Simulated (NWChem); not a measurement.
# C$_{3}$H$_{6}$Si; SMILES C(#C[SiH3])C

Task: Give the equilibrium geometry at PBE0/def2-SVP (NWChem) as an XYZ file, with the point group.

Result: point group C3; any orientation.
```
10

C      2.6498    -0.1422    -0.3440
C      1.2128    -0.0652    -0.1573
C      0.0052    -0.0011    -0.0017
Si    -1.8034     0.0966     0.2340
H      3.1506     0.7454     0.0736
H      2.9053    -0.2031    -1.4135
H      3.0656    -1.0317     0.1547
H     -2.4975    -0.8247    -0.7144
H     -2.2782     1.4903    -0.0152
H     -2.1592    -0.2929     1.6310
```
